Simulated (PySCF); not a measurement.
## Excitation energy of Ba⁺ by level of theory

Ba⁺ [Xe] 6s1 (2S) → Ba⁺ [Xe] 6p1 (2P), as a difference of total energies. All numbers are calculated (PySCF 2.14, scalar relativity by spin-free X2C-1e, in aug-cc-pwCVTZ-X2C). Correlated levels: valence and next inner shell: [Kr] 4d10 frozen. The calculations carry no spin-orbit coupling.

| method | excitation energy (eV) | error (eV) |
| --- | --- | --- |
| UHF | 2.377 | -0.275 |
| LDA | 2.588 | -0.064 |
| PBE | 2.396 | -0.256 |
| PBE0 | 2.401 | -0.251 |
| r2SCAN | 2.293 | -0.359 |
| PBEsol | 2.417 | -0.235 |
| BHandHLYP | 2.532 | -0.120 |
| MP2 (valence and next inner shell) | 2.639 | -0.013 |
| SCS-MP2 (valence and next inner shell) | 2.586 | -0.066 |

Reference: 2.652 eV (measured; NIST levels, between the centres of gravity of the two terms).

Errors of the correlated levels include the incompleteness of this basis and the frozen core.
